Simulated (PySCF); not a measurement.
# Dipole moment and polarisability of `C=C1C=C(S[SiH3])[SiH2]1`

Compound: C₄H₈SSi₂.
Numbering: `[CH2:1]=[C:2]1[CH:3]=[C:4]([S:5][SiH3:6])[SiH2:7]1` (hydrogens: H8, H9 on C1; H10 on C3; H11, H12, H13 on Si6; H14, H15 on Si7)

Structure used (GFN2-xTB), in Å, numbered top down from 1:
```
atom  x, y, z in Å
C1     2.501   -1.309   -0.601
C2     1.619   -0.355   -0.328
C3     0.163   -0.425   -0.275
C4    -0.193    0.836    0.052
S5    -1.770    1.537    0.306
Si6   -3.115   -0.122    0.041
Si7    1.593    1.500    0.128
H8     3.560   -1.117   -0.602
H9     2.197   -2.319   -0.834
H10   -0.453   -1.293   -0.459
H11   -2.988   -0.614   -1.326
H12   -2.771   -1.148    1.018
H13   -4.404    0.495    0.302
H14    1.969    2.462   -0.904
H15    2.088    1.880    1.447
```

Level: CAM-B3LYP/def2-SVPD (PySCF), static field, nuclei fixed, core orbitals frozen in the response. The polarisability tensor in these axes (au):

```
x   167.25 -14.14  -8.29
y   -14.14 128.21  11.13
z    -8.29  11.13  87.82
```

Problem. Give the principal values, the mean and the anisotropy Δα = √{½[(α1 − α2)² + (α2 − α3)² + (α1 − α3)²]}.

Solution. Principal values 84.70, 125.24 and 173.36 au; mean 127.76 au = 18.93 Å³ = 21.07 × 10⁻⁴⁰ C²·m²/J; Δα = 76.87 au (60 % of the mean).

Problem. What is the dipole moment, and where does it point?

Solution. (-0.26, -0.82, -0.15) D, 0.88 D in size, pointing from the negative to the positive side. Measured along this direction, the outermost atoms are H14 and H15 at the negative end and H12, H11 and H9 at the positive end.

Problem. Refractivity n − 1 of an ideal gas of it at 273.15 K and 1 atm, from the electronic α?

Solution. N = p/kT = 2.6868 × 10¹⁹ cm⁻³, so n − 1 = 2π × N × 18.93 × 10⁻²⁴ cm³ = 3196 × 10⁻⁶ at long wavelengths.

Problem. Along which axes do the principal values lie, and how far do the nuclei extend along each?

Solution. Largest value along (0.94, -0.33, -0.13), where the nuclei span 8.10 Å; middle along (0.35, 0.92, 0.20), 4.62 Å; least along (0.06, -0.23, 0.97), 2.42 Å. The response follows the extents in order.

Problem. Form Σ f/ω² (atomic units) for the 8 lowest TDDFT singlets, given as eV and f, and set it beside the mean polarisability, which is this sum over all singlets: 4.94, 0.4527; 5.03, 0.0008; 5.54, 0.0134; 5.81, 0.0015; 6.01, 0.1617; 6.16, 0.0042; 6.19, 0.0003; 6.44, 0.0008.

Solution. They add up to 17.53 au, 13.7 % of the 127.76 au; the largest single term is 13.74 au, from the state at 4.94 eV. Terms in order: 13.74, 0.02, 0.32, 0.03, 3.31, 0.08, 0.01, 0.02 au. Higher excitations give the rest. The strengths listed sum to 0.635.

Problem. What are the principal values of the traceless quadrupole moment, Θ = ½Σq(3rr − r²1), about the centre of nuclear charge?

Solution. -6.56, -4.30, 10.86 D·Å. The values depend on the origin, since the dipole doesn't vanish. The electronic extent ⟨r²⟩ about the same centre is 1681 bohr², a root-mean-square distance of 2.49 Å for the 76 electrons.

The structure is a single GFN2-xTB conformer in the gas phase; no vibrational or solvent corrections.
